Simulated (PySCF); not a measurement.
(Z)-2-chloro-3-fluorobut-2-ene (C4H6ClF), SMILES C(/C)(=C(\Cl)C)F. Heavy atoms are numbered as in [CH3:1]/[C:2]([F:3])=[C:4](\[CH3:5])[Cl:6]. Hydrogens are named by the atom that carries them.

Geometry: B3LYP-D3(BJ)/def2-SVP.

Computed with PBE0/def2-TZVP in PySCF.

Atomic charges (e), one atom of each kind:

```json
[
 {"atom": "C1 (CH3)", "Löwdin": "-0.27", "IAO": "-0.44"},
 {"atom": "C2", "Löwdin": "-0.34", "IAO": "[?]"},
 {"atom": "F3", "Löwdin": "0.19", "IAO": "[?]"},
 {"atom": "C4", "Löwdin": "-0.47", "IAO": "[?]"},
 {"atom": "C5 (CH3)", "Löwdin": "-0.30", "IAO": "-0.42"},
 {"atom": "Cl6", "Löwdin": "0.37", "IAO": "-0.04"},
 {"atom": "H on C1", "Löwdin": "0.14", "IAO": "0.17"},
 {"atom": "H on C5", "Löwdin": "0.14", "IAO": "[?]"}
]
```

**Question.** Complete the blanks. (The exact figures need the calculation; the answer reports its results.)

**Answer.** 
- C2, IAO: 0.28
- F3, IAO: -0.27
- C4, IAO: -0.06
- H on C5, IAO: 0.16

Computed Mayer and Wiberg (Löwdin basis) orders of the bonds:
```tsv
bond	Mayer	Wiberg
C1–C2	1.03	1.28
C2–F3	1.07	1.70
C2–C4	1.80	1.88
C4–C5	0.96	1.30
C4–Cl6	1.05	1.61
```
